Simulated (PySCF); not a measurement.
# What a mistake does to a calculation on AlCFH3

All numbers below are calculated, not measured. The program is PySCF 2.14.0, an open-source quantum chemistry code, run on an isolated molecule that a program drew, which may never have been made. The molecule is AlCFH3 (charge 0, doublet), drawn as the SMILES string `[CH2][AlH][F]`.

Each row is a Hartree-Fock (HF) and frozen-core CCSD(T) single point in the cc-pV(D+d)Z basis, meant for a local HF minimum. Run 1 is clean. Each other run has one planted mistake out of seven kinds, and not every kind appears here: one electron removed, one electron added, multiplicity raised by two, geometry at a saddle point, minimal basis STO-3G, one bond length entered in bohr, all coordinates scaled. The reference is restricted for singlets and unrestricted otherwise, and also for a bond in bohr. Adding or removing an electron swaps singlet and doublet. Electrons count all cores. HOMO and LUMO are orbital energies over both spins, the gradient is its largest component, and the lowest frequency (negative if imaginary) is given only where the gradient is small. Bond lengths are over the 5 bonds as drawn. T1 is the CCSD diagnostic: over 0.02 (restricted) or 0.045 (unrestricted) a single reference is doubtful.

Geometry of the clean run:
```xyz
6
AlCFH3, angstrom
C     0.0990   -1.1644   -0.0369
Al   -1.7933   -1.4752   -0.0583
F    -2.7648   -0.3903    0.7316
H     0.8221   -1.8169   -0.5249
H     0.5724   -0.3200    0.4618
H    -2.4991   -2.6822   -0.7686
```

| run | electrons | basis functions | <S^2> | HOMO (eV) | LUMO (eV) | gradient (hartree/bohr) | lowest frequency (cm^-1) | mean bond (Å) | longest bond (Å) | T1 | HF (hartree) | CCSD(T) (hartree) | mistake |
|---|---|---|---|---|---|---|---|---|---|---|---|---|---|
| 1 | 31 | 66 | 0.758 | -10.77 | 0.88 | 2.6e-05 | 220 | 1.4642 | 1.918 | 0.0129 | -381.01543 | -381.41825 | no fault |
| 2 | 31 | 66 | 1.529 | -8.10 | 1.07 | 8.8e-03 | - | 1.8055 | 3.624 | 0.0430 | -380.87861 | -381.26366 | one bond length entered in bohr |
| 3 | 30 | 66 | 0.000 | -18.08 | -7.96 | 8.7e-02 | - | 1.4642 | 1.918 | 0.0152 | -380.67613 | -381.06120 | ? |
| 4 | 32 | 66 | 0.000 | -1.05 | 8.05 | 7.0e-02 | - | 1.4642 | 1.918 | 0.0160 | -380.99914 | -381.44791 | ? |

**Which mistake was planted in run 3, and what did it cost?**

It counts 30 electrons, one fewer than the clean run, at the same geometry and basis. So the mistake is: one electron removed. Subtracting run 1 and multiplying by 627.51 kcal/mol a hartree, the energy moved by 212.9 kcal/mol in HF and 224.1 kcal/mol in CCSD(T).

**Which mistake was planted in run 4, and what did it cost?**

It counts 32 electrons, one more than the clean run, at the same geometry and basis. So the mistake is: one electron added. Subtracting run 1 and multiplying by 627.51 kcal/mol a hartree, the energy moved by 10.2 kcal/mol in HF and -18.6 kcal/mol in CCSD(T).

